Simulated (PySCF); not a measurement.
Molfile (atoms numbered from 1):
```
C3H9FO2Si
     RDKit          3D

 16 15  0  0  0  0  0  0  0  0999 V2000
   -1.6649   -1.3157   -0.2181 C   0  0  0  0  0  0  0  0  0  0  0  0
   -0.4996   -0.3522   -0.4279 C   0  0  1  0  0  0  0  0  0  0  0  0
   -0.9683    1.0898   -0.2191 C   0  0  0  0  0  0  0  0  0  0  0  0
   -0.0454    1.9771   -0.7267 F   0  0  0  0  0  0  0  0  0  0  0  0
    0.5160   -0.6733    0.4720 O   0  0  0  0  0  0  0  0  0  0  0  0
    2.0732   -0.1990    0.5423 Si  0  0  0  0  0  4  0  0  0  0  0  0
    2.3037    1.3404    0.9953 O   0  0  0  0  0  0  0  0  0  0  0  0
   -2.4457   -1.1425   -0.9534 H   0  0  0  0  0  0  0  0  0  0  0  0
   -1.3054   -2.3362   -0.3130 H   0  0  0  0  0  0  0  0  0  0  0  0
   -2.0734   -1.1860    0.7808 H   0  0  0  0  0  0  0  0  0  0  0  0
   -0.1224   -0.4417   -1.4579 H   0  0  0  0  0  0  0  0  0  0  0  0
   -1.9086    1.2832   -0.7418 H   0  0  0  0  0  0  0  0  0  0  0  0
   -1.0625    1.3063    0.8486 H   0  0  0  0  0  0  0  0  0  0  0  0
    2.7114   -0.4369   -0.7536 H   0  0  0  0  0  0  0  0  0  0  0  0
    2.5182   -0.9794    1.6754 H   0  0  0  0  0  0  0  0  0  0  0  0
    1.9662    2.0748    0.4857 H   0  0  0  0  0  0  0  0  0  0  0  0
  1  2  1  0
  2  3  1  0
  3  4  1  0
  2  5  1  0
  5  6  1  0
  6  7  1  0
  1  8  1  0
  1  9  1  0
  1 10  1  0
  2 11  1  6
  3 12  1  0
  3 13  1  0
  6 14  1  0
  6 15  1  0
  7 16  1  0
M  END
```

Geometry: GFN2-xTB; GIAO absolute shieldings from PySCF, gas phase, non-relativistic, averaged over equivalent atoms.

At PBE0/pcSseg-1 (171 basis functions, 29 s wall time on 1 thread of an AMD EPYC 7B13, shared host):
```csv
atoms,σ (ppm)
C3,92.7
C2,112.3
C1,166.2
F4,418.2
O5,238.6
O7,276.5
Si6,385.5
H14,26.67
H13,27.04
H12,27.09
H15,27.28
H11,27.44
H16,29.02
H8/H9/H10,30.53
```

Estimate the result of repeating the calculation with BLYP/pcSseg-1.

Answers


```tsv
atoms	σ at BLYP/pcSseg-1	change
C3	79.4	-13.3
C2	98.3	-14.0
C1	156.4	-9.8
F4	400.8	-17.4
O5	216.6	-22.0
O7	265.2	-11.3
Si6	368.1	-17.4
H14	26.53	-0.14
H13	27.06	+0.02
H12	26.99	-0.10
H15	27.33	+0.05
H11	27.43	-0.01
H16	29.19	+0.17
H8/H9/H10	30.62	+0.09
```

The largest change is at O5 (oxygen bonded to C, Si). Cost: 171 basis functions, 45 s wall time on 1 thread of an AMD EPYC 7B13, shared host. The order of the carbon signals is the same at both levels.
